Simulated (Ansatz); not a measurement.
Reaction (cleavage of the Al–Al bond): `[AlH2][AlH][SeH]` + `N[SiH2]F` → `F[SiH2][NH][AlH2]` + `[AlH2][SeH]`

Gas-phase electronic energies from Ansatz, PBE0-D4/def2-TZVP geometries. CBS: MP2 limit from def2 TZ/QZ plus the TZ coupled-cluster correction, frozen cores. Functionals use def2-TZVPP. B3LYP here is the variant with VWN-RPA as its local correlation; programs differ in this. HSE06 is defined as in plane-wave codes. For Se outer-core shells are correlated without core-valence functions, which leaves a few kJ/mol of doubt a bond. Scalar relativity is left out up to krypton. Each species was taken in one conformer, which may not be the lowest.

`[AlH2][AlH][SeH]`:

Z-matrix (Å, degrees):
```
Al
Al 1 2.584
H 1 1.593 2 121.4
H 1 1.593 2 121.5 3 179.9
Se 2 2.331 1 117.0 3 90.4
H 2 1.591 1 127.9 3 -89.5
H 5 1.469 2 93.6 1 -179.8
```

`N[SiH2]F`:

Cartesian coordinates in Å:
```
N 0.854 0.321 0.515
Si -0.462 -0.284 -0.367
F -1.839 0.508 -0.141
H 1.348 1.151 0.233
H 0.970 0.132 1.496
H -0.717 -1.673 0.073
H -0.154 -0.155 -1.808
```

`F[SiH2][NH][AlH2]`:

```xyz
9

F     1.671    0.192    1.841
Si    1.050   -0.645    0.624
N     0.223    0.355   -0.485
Al   -1.537    0.641   -0.638
H     2.202   -1.323   -0.017
H     0.078   -1.598    1.205
H     0.820    0.873   -1.117
H    -2.016    1.647   -1.760
H    -2.491   -0.142    0.347
```

`[AlH2][SeH]`:

```xyz
5

Al   -0.229    0.066   -0.662
Se    1.279    0.260    1.083
H     0.255    0.602   -2.067
H    -1.646   -0.578   -0.389
H     0.341   -0.349    2.035
```

| level | ΔE (kJ/mol) | difference from CCSD(T)/CBS |
| --- | --- | --- |
| LDA (SPW92) | -85.8 | 14.1 |
| PBE-D4 | -81.9 | 18.0 |
| revPBE-D4 | -84.4 | 15.5 |
| BLYP-D4 | -100.5 | -0.6 |
| r2SCAN-D4 | -99.7 | 0.2 |
| B97M-V | -111.8 | -11.9 |
| PBE0-D4 | -84.6 | 15.3 |
| r2SCANh-D4 | -99.2 | 0.7 |
| r2SCAN0-D4 | -98.6 | 1.3 |
| HSE06-D4 | -84.3 | 15.6 |
| BHLYP-D4 | -104.0 | -4.1 |
| CAM-B3LYP-D4 | -105.7 | -5.8 |
| ωB97X-V | -98.8 | 1.1 |
| ωB97M-V | -109.3 | -9.4 |
| B2PLYP | -103.7 | -3.8 |
| PBE-QIDH | -95.3 | 4.6 |
| PBE | -79.7 | 20.2 |
| BLYP | -95.5 | 4.4 |
| r2SCAN | -99.1 | 0.8 |
| PBE0 | -82.9 | 17.0 |
| B3LYP | -97.5 | 2.4 |
| r2SCANh | -98.7 | 1.2 |
| r2SCAN0 | -98.1 | 1.8 |
| HSE06 | -82.8 | 17.1 |
| BHLYP | -102.2 | -2.3 |
| CAM-B3LYP | -104.1 | -4.2 |
| LC-ωPBE | -92.8 | 7.1 |
| RPA@PBE/def2-TZVPP | -99.9 | 0.0 |
| HF/def2-SVP | -108.9 | -9.0 |
| MP2/def2-SVP | -117.8 | -17.9 |
| CCSD/def2-SVP | -108.0 | -8.1 |
| HF/def2-TZVPP | -103.1 | -3.2 |
| MP2/def2-TZVPP | -110.9 | -11.0 |
| SCS-MP2/def2-TZVPP | -109.7 | -9.8 |
| CCSD/def2-TZVPP | -99.8 | 0.1 |
| HF/def2-QZVPP | -104.5 | -4.6 |
| MP2/def2-QZVPP | -111.3 | -11.4 |
| HF/CBS(def2) | -104.7 | -4.8 |
| MP2/CBS(def2) | -110.7 | -10.8 |
| CCSD/CBS(def2) | -99.6 | 0.3 |
| CCSD(T)/CBS | -99.9 | 0 |

Largest T1 diagnostic among the species: 0.012.

The D4 term adds −3.4 kJ/mol with B3LYP and −1.7 kJ/mol with PBE0; it sums over pairs of atoms, weighted by their polarisabilities, and B3LYP, whose exchange is more repulsive, gets the larger term. At CCSD(T), def2-SVP lies −8.6 kJ/mol from the extrapolated value and def2-TZVPP −0.2 kJ/mol. From PBE to PBE0 (25 % exact exchange), in def2-TZVPP and without D4, ΔE moves by −3.2 kJ/mol.
